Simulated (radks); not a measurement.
The numbers below are computed, except where a source is named.
Problem. The mean radii <r> (bohr) of the occupied orbitals of an atom or ion are listed with their occupations. Level of theory: Dirac Kohn-Sham, exchange-only LDA, spin-unpolarised, spherical densities, point nucleus (a radial shooting solver on a logarithmic mesh with Libxc functionals).

| orbital | occ. | <r> |
|---|---|---|
| 1s1/2 | 2 | 0.1310 |
| 2s1/2 | 2 | 0.6553 |
| 2p1/2 | 1.33333 | 0.6109 |
| 2p3/2 | 2.66667 | 0.6126 |
| 3s1/2 | 1 | 2.018 |

Name the element and its charge. Open shells, if any, are shared by 2j + 1.

Solution. Z = 12, magnesium, charge +3: Mg3+ in [He] 2s2 2p4 3s1. The 1s radius gives Z: for a bare nucleus <r> = (2 gamma + 1)/(2Z) with gamma = sqrt(1 - (Z/c)^2), 0.1247 bohr for Z = 12, and screening makes it slightly larger (0.1310 here). The occupations add up to 9, and the charge is Z minus that.
